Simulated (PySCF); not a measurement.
C₄H₉FSe (SMILES CC(C)(C)[Se]F), singlet, geometry from GFN2-xTB; CASSCF(4,6)/STO-3G run with PySCF.

The PySCF input:
```python
from pyscf import gto, scf, mcscf
import numpy

mol = gto.M(
    atom='''
Se   -0.312897    0.620202    0.784015
F    -0.618423    1.837282   -0.552010
C     0.356512   -0.842020   -0.428064
C    -0.755111   -1.195575   -1.401340
C     1.591571   -0.330022   -1.149492
C     0.687084   -2.006658    0.494354
H    -0.419495   -1.975901   -2.083192
H    -1.036598   -0.323977   -1.988791
H    -1.634973   -1.554678   -0.870569
H     1.350259    0.556394   -1.732631
H     2.376720   -0.075001   -0.440031
H     1.971415   -1.094034   -1.826598
H     1.454735   -1.727876    1.215769
H    -0.197290   -2.337211    1.038472
H     1.059208   -2.844482   -0.093603
''',
    basis='sto-3g',
    charge=0,
    spin=0,
    verbose=4,
)

mf = scf.RHF(mol)
mf.kernel()
mc = mcscf.CASSCF(mf, 6, 4)
mc.fix_spin_(ss=0.0)
mc.kernel()
occ = numpy.linalg.eigvalsh(mc.fcisolver.make_rdm1(mc.ci, mc.ncas, mc.nelecas))[::-1]
ss = mc.fcisolver.spin_square(mc.ci, mc.ncas, mc.nelecas)[0]
print('natural occupations', occ.round(4), ' <S^2>', round(ss, 4))
```

Output, abridged:

```
PySCF version 2.14.0

[INPUT] verbose = 4
[INPUT] num. atoms = 15
[INPUT] num. electrons = 76
[INPUT] charge = 0
[INPUT] spin (= nelec alpha-beta = 2S) = 0
[INPUT] symmetry False subgroup None
[INPUT] Mole.unit = angstrom
[INPUT] Symbol           X                Y                Z      unit          X                Y                Z       unit  Magmom
[...]
nuclear repulsion = 477.884586227302
number of shells = 32
number of NR pGTOs = 156
number of NR cGTOs = 52
basis = sto-3g
ecp = {}

******** <class 'pyscf.scf.hf.RHF'> ********
method = RHF
initial guess = minao
damping factor = 0
level_shift factor = 0
DIIS = <class 'pyscf.scf.diis.CDIIS'>
diis_start_cycle = 1
diis_space = 8
diis_damp = 0
SCF conv_tol = 1e-09
SCF conv_tol_grad = None
SCF max_cycles = 50
direct_scf = True
direct_scf_tol = 1e-13
Set gradient conv threshold to 3.16228e-05
Initial guess from minao.
init E= -2623.5644609957
[...]
cycle= 1 E= -2626.31837479266  delta_E= -2.75  |g|= 0.449  |ddm|= 4.55
[...]
cycle= 2 E= -2626.42835534451  delta_E= -0.11  |g|= 0.151  |ddm|= 1.02
[...]
cycle= 3 E= -2626.43676457486  delta_E= -0.00841  |g|= 0.0399  |ddm|= 0.249
[...]
cycle= 4 E= -2626.43783060864  delta_E= -0.00107  |g|= 0.00915  |ddm|=  0.1
[...]
cycle= 5 E= -2626.43788592616  delta_E= -5.53e-05  |g|= 0.00193  |ddm|= 0.0231
[...]
cycle= 6 E= -2626.43788843349  delta_E= -2.51e-06  |g|= 0.000396  |ddm|= 0.00473
[...]
cycle= 7 E= -2626.43788853375  delta_E= -1e-07  |g|= 4.9e-05  |ddm|= 0.00101
[...]
cycle= 8 E= -2626.43788853592  delta_E= -2.17e-09  |g|= 1.91e-05  |ddm|= 0.000134
[...]
cycle= 9 E= -2626.43788853637  delta_E= -4.49e-10  |g|= 8.62e-06  |ddm|= 6.28e-05
[...]
Extra cycle  E= -2626.43788853644  delta_E= -7.37e-11  |g|= 5.39e-06  |ddm|= 2.01e-05
converged SCF energy = -2626.43788853644

******** <class 'pyscf.mcscf.mc1step.CASSCF'> ********
CAS (2e+2e, 6o), ncore = 36, nvir = 10
max_cycle_macro = 50
max_cycle_micro = 4
conv_tol = 1e-07
conv_tol_grad = None
orbital rotation max_stepsize = 0.02
orbital rotation threshold for CI restart = 0.01
augmented hessian ah_max_cycle = 30
augmented hessian ah_conv_tol = 1e-12
augmented hessian ah_linear dependence = 1e-14
augmented hessian ah_level shift = 1e-08
augmented hessian ah_start_tol = 2.5
augmented hessian ah_start_cycle = 3
augmented hessian ah_grad_trust_region = 3
kf_trust_region = 3
kf_interval = 4
ci_response_space = 4
ci_grad_trust_region = 3
with_dep4 0
natorb = False
canonicalization = True
sorting_mo_energy = False
ao2mo_level = 2
internal_rotation = False
******** <class 'pyscf.fci.addons.SpinPenaltyFCISolver'> ********
max. cycles = 50
conv_tol = 1e-08
davidson only = True
linear dependence = 1e-12
level shift = 0.001
max iter space = 12
nroots = 1
pspace_size = 400
spin = None
CASCI E = -2626.44741927453  S^2 = 0.0000000
Set conv_tol_grad to 0.000316228
macro iter   1 ( 21 JK    4 micro), CASSCF E = -2626.45679904119  dE = -9.37976666e-03  S^2 = 0.0000000
               |grad[o]|=0.0171  |grad[c]|=0.0496  |ddm|=0.0308  |maxRot[o]|= 0.31
macro iter   2 ( 21 JK    4 micro), CASSCF E = -2626.45824745583  dE = -1.44841465e-03  S^2 = 0.0000000
               |grad[o]|=0.0114  |grad[c]|=0.0238  |ddm|=0.037  |maxRot[o]|=0.274
macro iter   3 ( 12 JK    3 micro), CASSCF E = -2626.45870557355  dE = -4.58117714e-04  S^2 = 0.0000000
               |grad[o]|=0.00684  |grad[c]|=0.00329  |ddm|=0.015  |maxRot[o]|=0.122
macro iter   4 ( 21 JK    4 micro), CASSCF E = -2626.45903921856  dE = -3.33645015e-04  S^2 = 0.0000000
               |grad[o]|=0.00438  |grad[c]|=0.00431  |ddm|=0.00729  |maxRot[o]|=0.227
macro iter   5 ( 21 JK    4 micro), CASSCF E = -2626.45930488868  dE = -2.65670119e-04  S^2 = 0.0000000
               |grad[o]|=0.00206  |grad[c]|=0.00727  |ddm|=0.00441  |maxRot[o]|=0.237
macro iter   6 ( 21 JK    4 micro), CASSCF E = -2626.45937368618  dE = -6.87974934e-05  S^2 = 0.0000000
               |grad[o]|=0.00162  |grad[c]|=0.0164  |ddm|=0.0176  |maxRot[o]|=0.108
macro iter   7 ( 21 JK    4 micro), CASSCF E = -2626.46055420537  dE = -1.18051920e-03  S^2 = 0.0000000
               |grad[o]|=0.00299  |grad[c]|=0.00967  |ddm|=0.00933  |maxRot[o]|=0.159
macro iter   8 ( 21 JK    4 micro), CASSCF E = -2626.46371534751  dE = -3.16114214e-03  S^2 = 0.0000000
               |grad[o]|=0.00744  |grad[c]|=0.0708  |ddm|=0.0236  |maxRot[o]|=0.158
macro iter   9 ( 21 JK    4 micro), CASSCF E = -2626.46928938020  dE = -5.57403269e-03  S^2 = 0.0000000
               |grad[o]|=0.0154  |grad[c]|=0.0711  |ddm|=0.0367  |maxRot[o]|=0.159
macro iter  10 ( 21 JK    4 micro), CASSCF E = -2626.47632330509  dE = -7.03392489e-03  S^2 = 0.0000000
               |grad[o]|=0.024  |grad[c]|=0.0684  |ddm|=0.0409  |maxRot[o]|=0.159
macro iter  11 ( 21 JK    4 micro), CASSCF E = -2626.48327961420  dE = -6.95630911e-03  S^2 = 0.0000000
               |grad[o]|=0.0287  |grad[c]|=0.0645  |ddm|=0.0371  |maxRot[o]|=0.159
macro iter  12 ( 21 JK    4 micro), CASSCF E = -2626.48985104857  dE = -6.57143437e-03  S^2 = 0.0000000
               |grad[o]|=0.0278  |grad[c]|=0.019  |ddm|=0.00743  |maxRot[o]|=0.172
macro iter  13 ( 21 JK    4 micro), CASSCF E = -2626.49484356655  dE = -4.99251799e-03  S^2 = 0.0000000
               |grad[o]|=0.0212  |grad[c]|=0.015  |ddm|=0.00944  |maxRot[o]|= 0.15
macro iter  14 ( 21 JK    4 micro), CASSCF E = -2626.49507062514  dE = -2.27058586e-04  S^2 = 0.0000000
               |grad[o]|=0.0137  |grad[c]|=0.0184  |ddm|=0.0218  |maxRot[o]|=0.0545
macro iter  15 ( 21 JK    4 micro), CASSCF E = -2626.49557150498  dE = -5.00879840e-04  S^2 = 0.0000000
               |grad[o]|=0.0132  |grad[c]|=0.0142  |ddm|=0.0153  |maxRot[o]|=0.0278
macro iter  16 ( 21 JK    4 micro), CASSCF E = -2626.49583708192  dE = -2.65576937e-04  S^2 = 0.0000000
               |grad[o]|=0.0122  |grad[c]|=0.0116  |ddm|=0.0112  |maxRot[o]|=0.0291
macro iter  17 ( 21 JK    4 micro), CASSCF E = -2626.49599164266  dE = -1.54560746e-04  S^2 = 0.0000000
[...]
macro iter  22 ( 21 JK    4 micro), CASSCF E = -2626.49628181785  dE = -3.03348093e-05  S^2 = 0.0000000
               |grad[o]|=0.0109  |grad[c]|=0.00871  |ddm|=0.00649  |maxRot[o]|=0.00289
macro iter  23 ( 21 JK    4 micro), CASSCF E = -2626.49630595075  dE = -2.41328939e-05  S^2 = 0.0000000
               |grad[o]|=0.0108  |grad[c]|=0.0086  |ddm|=0.00635  |maxRot[o]|=0.00163
macro iter  24 ( 21 JK    4 micro), CASSCF E = -2626.49632545662  dE = -1.95058769e-05  S^2 = 0.0000000
               |grad[o]|=0.0108  |grad[c]|=0.00852  |ddm|=0.00624  |maxRot[o]|=0.00145
macro iter  25 ( 21 JK    4 micro), CASSCF E = -2626.49634145484  dE = -1.59982219e-05  S^2 = 0.0000000
               |grad[o]|=0.0107  |grad[c]|=0.00845  |ddm|=0.00616  |maxRot[o]|=0.00138
macro iter  26 ( 21 JK    4 micro), CASSCF E = -2626.49635473250  dE = -1.32776568e-05  S^2 = 0.0000000
               |grad[o]|=0.0107  |grad[c]|=0.0084  |ddm|=0.00609  |maxRot[o]|=0.00131
macro iter  27 ( 21 JK    4 micro), CASSCF E = -2626.49636584503  dE = -1.11125246e-05  S^2 = 0.0000000
               |grad[o]|=0.0107  |grad[c]|=0.00836  |ddm|=0.00604  |maxRot[o]|=0.00125
macro iter  28 ( 21 JK    4 micro), CASSCF E = -2626.49637520692  dE = -9.36189372e-06  S^2 = 0.0000000
               |grad[o]|=0.0106  |grad[c]|=0.00832  |ddm|=0.006  |maxRot[o]|=0.0012
macro iter  29 ( 21 JK    4 micro), CASSCF E = -2626.49638313273  dE = -7.92581568e-06  S^2 = 0.0000000
               |grad[o]|=0.0106  |grad[c]|=0.00829  |ddm|=0.00596  |maxRot[o]|=0.00115
macro iter  30 ( 21 JK    4 micro), CASSCF E = -2626.49638986846  dE = -6.73572913e-06  S^2 = 0.0000000
               |grad[o]|=0.0106  |grad[c]|=0.00827  |ddm|=0.00594  |maxRot[o]|=0.0011
macro iter  31 ( 21 JK    4 micro), CASSCF E = -2626.49639560631  dE = -5.73784473e-06  S^2 = 0.0000000
               |grad[o]|=0.0106  |grad[c]|=0.00825  |ddm|=0.00591  |maxRot[o]|=0.00106
macro iter  32 ( 21 JK    4 micro), CASSCF E = -2626.49640049997  dE = -4.89366448e-06  S^2 = 0.0000000
               |grad[o]|=0.0106  |grad[c]|=0.00823  |ddm|=0.0059  |maxRot[o]|=0.00102
macro iter  33 ( 21 JK    4 micro), CASSCF E = -2626.49640467290  dE = -4.17293040e-06  S^2 = 0.0000000
               |grad[o]|=0.0106  |grad[c]|=0.00822  |ddm|=0.00588  |maxRot[o]|=0.000987
macro iter  34 ( 21 JK    4 micro), CASSCF E = -2626.49640822447  dE = -3.55156953e-06  S^2 = 0.0000000
               |grad[o]|=0.0106  |grad[c]|=0.00821  |ddm|=0.00587  |maxRot[o]|=0.000952
macro iter  35 ( 21 JK    4 micro), CASSCF E = -2626.49641123705  dE = -3.01257978e-06  S^2 = 0.0000000
               |grad[o]|=0.0106  |grad[c]|=0.0082  |ddm|=0.00586  |maxRot[o]|=0.000919
macro iter  36 ( 21 JK    4 micro), CASSCF E = -2626.49641378578  dE = -2.54872202e-06  S^2 = 0.0000000
               |grad[o]|=0.0106  |grad[c]|=0.00819  |ddm|=0.00585  |maxRot[o]|=0.000887
macro iter  37 ( 21 JK    4 micro), CASSCF E = -2626.49641593494  dE = -2.14916645e-06  S^2 = 0.0000000
               |grad[o]|=0.0105  |grad[c]|=0.00818  |ddm|=0.00584  |maxRot[o]|=0.000856
macro iter  38 ( 21 JK    4 micro), CASSCF E = -2626.49641773757  dE = -1.80263078e-06  S^2 = 0.0000000
               |grad[o]|=0.0105  |grad[c]|=0.00817  |ddm|=0.00583  |maxRot[o]|=0.000826
macro iter  39 ( 21 JK    4 micro), CASSCF E = -2626.49641923703  dE = -1.49945936e-06  S^2 = 0.0000000
               |grad[o]|=0.0105  |grad[c]|=0.00817  |ddm|=0.00583  |maxRot[o]|=0.000798
macro iter  40 ( 21 JK    4 micro), CASSCF E = -2626.49642047254  dE = -1.23550853e-06  S^2 = 0.0000000
               |grad[o]|=0.0105  |grad[c]|=0.00816  |ddm|=0.00582  |maxRot[o]|=0.00077
macro iter  41 ( 21 JK    4 micro), CASSCF E = -2626.49642147573  dE = -1.00318721e-06  S^2 = 0.0000000
               |grad[o]|=0.0105  |grad[c]|=0.00816  |ddm|=0.00582  |maxRot[o]|=0.000744
macro iter  42 ( 21 JK    4 micro), CASSCF E = -2626.49642227718  dE = -8.01457190e-07  S^2 = 0.0000000
               |grad[o]|=0.0105  |grad[c]|=0.00816  |ddm|=0.00582  |maxRot[o]|=0.000718
macro iter  43 ( 21 JK    4 micro), CASSCF E = -2626.49642289837  dE = -6.21182153e-07  S^2 = 0.0000000
               |grad[o]|=0.0105  |grad[c]|=0.00816  |ddm|=0.00582  |maxRot[o]|=0.000693
macro iter  44 ( 21 JK    4 micro), CASSCF E = -2626.49642336549  dE = -4.67123300e-07  S^2 = 0.0000000
               |grad[o]|=0.0105  |grad[c]|=0.00816  |ddm|=0.00582  |maxRot[o]|=0.000669
macro iter  45 ( 21 JK    4 micro), CASSCF E = -2626.49642369452  dE = -3.29033355e-07  S^2 = 0.0000000
               |grad[o]|=0.0105  |grad[c]|=0.00815  |ddm|=0.00581  |maxRot[o]|=0.000647
macro iter  46 ( 21 JK    4 micro), CASSCF E = -2626.49642390552  dE = -2.10995495e-07  S^2 = 0.0000000
               |grad[o]|=0.0105  |grad[c]|=0.00815  |ddm|=0.00581  |maxRot[o]|=0.000624
macro iter  47 ( 21 JK    4 micro), CASSCF E = -2626.49642400969  dE = -1.04169885e-07  S^2 = 0.0000000
               |grad[o]|=0.0105  |grad[c]|=0.00815  |ddm|=0.00581  |maxRot[o]|=0.000603
macro iter  48 ( 21 JK    4 micro), CASSCF E = -2626.49642402450  dE = -1.48079380e-08  S^2 = 0.0000000
               |grad[o]|=0.0105  |grad[c]|=0.00815  |ddm|=0.00581  |maxRot[o]|=0.000582
macro iter  49 ( 21 JK    4 micro), CASSCF E = -2626.49753952832  dE = -1.11550383e-03  S^2 = 0.0000000
               |grad[o]|=0.0105  |grad[c]|=0.00446  |ddm|=0.00528  |maxRot[o]|=0.048
macro iter  50 ( 11 JK    3 micro), CASSCF E = -2626.49858777361  dE = -1.04824529e-03  S^2 = 0.0000000
               |grad[o]|=0.00791  |grad[c]|=0.00418  |ddm|=0.00405  |maxRot[o]|=0.0711
1-step CASSCF not converged,  50 macro (1031 JK 198 micro) steps
CASSCF canonicalization
Density matrix diagonal elements [1.95838938e+00 1.90966332e+00 8.26057026e-02 4.88483545e-02
 3.50794034e-04 1.42449319e-04]
CASSCF energy = -2626.49858777361
CASCI E = -2626.49858777361  E(CI) = -3.99964286495242  S^2 = 0.0000000
natural occupations [1.9598e+00 1.9103e+00 8.9600e-02 3.9900e-02 2.0000e-04 1.0000e-04]  <S^2> 0.0
```

The run did not converge; its last values are not results.
